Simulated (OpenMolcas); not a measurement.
Mn V: effect of the active space

```
Program             : OpenMolcas 26.06
Method              : CASSCF or its RAS form
Basis               : ANO-RCC-VQZP
Scalar Hamiltonian  : DKH2, point nucleus
Spin-orbit coupling : state interaction with AMFI integrals over the reference wave functions, term energies averaged over their components
```

A. 3 electrons in 5 orbitals (3d); 2S+1 = 4 even, 10 roots; 2S+1 = 2 even, 40 roots; cost about 13 core-seconds
B. 9 electrons in 8 orbitals (RAS1 3p, at most 2 holes; RAS2 3d); 2S+1 = 4 even, 10 roots; 2S+1 = 2 even, 40 roots; cost of the order of 40 core-seconds
C. 3 electrons in 10 orbitals (3d 4d); 2S+1 = 4 even, 10 roots; 2S+1 = 2 even, 40 roots; cost roughly 26 core-seconds

Energies in cm-1 above 3d3 4F 3/2, the measured ground level; measured values from Corliss and Sugar, J. Phys. Chem. Ref. Data 6, 1253 (1977).

```csv
Level,A,B,C,Measured
3d3 4F 3/2,0.0,0.0,0.0,0.0
3d3 4F 5/2,359,373,363,359
3d3 4F 7/2,850,880,857,835
3d3 4F 9/2,1459,1507,1471,1412
3d3 4P 1/2,20586,19304,20188,16434
3d3 4P 3/2,20736,19443,20344,16595
3d3 2G 7/2,21100,21139,20556,17892
3d3 4P 5/2,21162,19910,20785,17049
3d3 2G 9/2,21603,21673,21073,18399
3d3 2P 1/2,27795,25086,27202,23082
3d3 2H 9/2,27857,29447,27169,24975
3d3 2P 3/2,27938,25186,27312,22919
3d3 2H 11/2,28236,29851,27568,25334
3d3 2D 3/2(1),30397,27398,29612,24670
3d3 2D 5/2(1),30688,27709,29891,24630
3d3 2F 7/2,47806,46865,46802,40423
3d3 2F 5/2,48026,47091,47021,40707
3d3 2D 5/2(2),74673,69508,72495,62608
3d3 2D 3/2(2),74933,69823,72730,62854
```

Deviations, from unrounded energies. A percentage is the sum of absolute deviations over the sum of measured energies, with the sign that they share, or ± where signs differ.

| Against measurement | Levels | A | B | C |
| --- | --- | --- | --- | --- |
| mean absolute deviation (cm-1) | 18 | 4700 | 3400 | 4000 |
| fine structure of the ground term (%) | 3 | +2.4 | +5.9 | +3.3 |
| other terms of the ground configuration (%) | 15 | +19.4 | +13.9 | +16.5 |

B lies closest to measurement on these levels and A furthest from it. The largest miss of B in the table is 3d3 2D 3/2(2), by +7000 cm-1. The ranking rests on the paired levels alone, and a cruder setting can come out closer through cancelling errors.

Among A to C the level of the table that moves most is 3d3 2D 5/2(2), by 5200 cm-1 (lowest in B, highest in A).

Without dynamic correlation excited terms often stand tens of per cent too high (terms of higher spin than the ground term too low), and those without a measured partner can miss by more than the paired ones. Some levels mix across a computed gap that differs much from the measured one, so their mixing is not that of the real levels (holds for A; C). Active for correlation alone: 3p; no level in the range computed is led by a configuration that opens it, so any true level of that kind is missing (holds for B). Active for correlation alone: 4d; no level in the range computed is led by a configuration that fills it, so any true level of that kind is missing (holds for C). Measured partners are found by configuration, term and J. A level has none where our copy of the source lacks it or the pairing is in doubt (some pairs that miss far off the trend of their configuration count as doubtful), and it then counts in no deviation. Only configurations of the active space appear.

A number in round brackets counts repeated terms of one configuration in the order of the reference energies.
